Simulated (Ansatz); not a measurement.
Reaction (redistribution): `C[Se][SiH](F)Cl` + `C#[C][AlH][F]` → `C[Se][AlH][F]` + `C#C[SiH](F)Cl`

Calculated with Ansatz (gas phase, PBE0-D4/def2-TZVP geometries, no zero-point term in ΔE). CCSD(T)/CBS adds triple-zeta CCSD(T) − MP2 to the extrapolated MP2 energy (def2 sets, frozen cores). For Se outer-core shells are correlated without core-valence functions, which leaves a few kJ/mol of doubt a bond. Scalar relativity is left out up to krypton. One conformer a species, not always the lowest.

```json
{"species": "`C[Se][SiH](F)Cl`", "MP2/CBS(def2) energy (Eh)": "-3289.88248"}
{"species": "`C#[C][AlH][F]`", "MP2/CBS(def2) energy (Eh)": "-419.09421"}
{"species": "`C[Se][AlH][F]`", "MP2/CBS(def2) energy (Eh)": "-2783.03345"}
{"species": "`C#C[SiH](F)Cl`", "MP2/CBS(def2) energy (Eh)": "-925.95409"}
```

(1) Work out ΔE.

Largest T1 diagnostic among the species: 0.013.

Answers

(1) ΔE = (-2783.03345) + (-925.95409) − (-3289.88248) − (-419.09421) = -0.01085 Eh = -28.5 kJ/mol. CCSD(T)/CBS gives -29.1 kJ/mol.

In def2-TZVPP, CCSD(T) changes the Hartree–Fock value by +3.5 kJ/mol (the triples alone add +0.6 kJ/mol) and MP2 by +4.1 kJ/mol. At CCSD(T), def2-SVP lies −4.8 kJ/mol from the extrapolated value and def2-TZVPP −1.6 kJ/mol.
